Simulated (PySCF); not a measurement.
**Bonding in `Cc1pc(C)c(C(C)C)[p-]1`**

C8H13P2 (charge -1).
Numbering: `[CH3:1][c:2]1[p:3][c:4]([CH3:5])[c:6]([CH:7]([CH3:8])[CH3:9])[p-:10]1` (hydrogens: H11, H12, H13 on C1; H14, H15, H16 on C5; H17 on C7; H18, H19, H20 on C8; H21, H22, H23 on C9)

Cartesian coordinates in Å at the GFN2-xTB level; atoms count from 1:
```
atom  x, y, z in Å
C1     3.822   -0.969   -0.180
C2     2.450   -0.352   -0.099
P3     2.207    1.343   -0.385
C4     0.464    1.269   -0.158
C5    -0.353    2.527   -0.299
C6    -0.077    0.043    0.151
C7    -1.563   -0.166    0.325
C8    -2.185   -0.600   -1.006
C9    -1.863   -1.204    1.402
P10    1.047   -1.311    0.259
H11    3.968   -1.700    0.618
H12    3.962   -1.487   -1.134
H13    4.589   -0.197   -0.099
H14    0.301    3.357   -0.565
H15   -0.861    2.779    0.637
H16   -1.113    2.424   -1.078
H17   -2.024    0.784    0.626
H18   -2.002    0.152   -1.772
H19   -1.727   -1.532   -1.330
H20   -3.262   -0.747   -0.908
H21   -2.939   -1.348    1.520
H22   -1.443   -0.887    2.355
H23   -1.404   -2.152    1.130
```

Bond orders from the PBE0/pcSseg-1 density (PySCF). Geometry: GFN2-xTB, one conformer, isolated ion. GFN2-xTB frequencies show an imaginary mode (25i cm⁻¹), so this geometry is no minimum at that level. The pcSseg-1 basis has no diffuse functions, a weakness for an anion.

(1) Where do the orders between heavy atoms depart from those drawn in the SMILES?

(2) Give the Mayer order of every bond between heavy atoms, beside its length.

Answers

(1) The largest departure is 0.297, at C6–P10 (drawn aromatic, 1.203), counting aromatic bonds as 1.5. The bonds drawn aromatic range from 1.20 to 1.55.

(2) 
```csv
bond,drawn as,length (Å),Mayer order
C1–C2,single,1.506,1.050
C2–P3,aromatic,1.737,1.304
P3–C4,aromatic,1.759,1.209
C4–C5,single,1.506,1.075
C4–C6,aromatic,1.376,1.548
C6–C7,single,1.510,1.001
C7–C8,single,1.531,1.013
C7–C9,single,1.526,1.043
C6–P10,aromatic,1.763,1.203
P10–C2,aromatic,1.737,1.295
```

By pair of heavy elements: C–C: lowest C6–C7 (1.001, 1.510 Å), highest C4–C6 (1.548, 1.376 Å); in 1 of the 15 pairs the longer bond (by over 0.003 Å) has the higher order (by 0.02 or more). C–P: lowest C6–P10 (1.203, 1.763 Å), highest C2–P3 (1.304, 1.737 Å).

Task: And the bonds to hydrogen?

Result: C–H: 0.94 to 0.97 (13 bonds).

Task: Sum the orders of all bonds at each heavy atom with more than one neighbour and set the sums beside the valence in the SMILES.

Result: C1 3.933 (drawn 4), C2 3.649 (drawn 4), P3 2.513 (drawn 3), C4 3.832 (drawn 4), C5 3.929 (drawn 4), C6 3.752 (drawn 4), C7 3.995 (drawn 4), C8 3.910 (drawn 4), C9 3.934 (drawn 4), P10 2.498 (drawn 2). Orders between atoms that aren't bonded are not in these sums.

Mayer orders depend on the basis set.
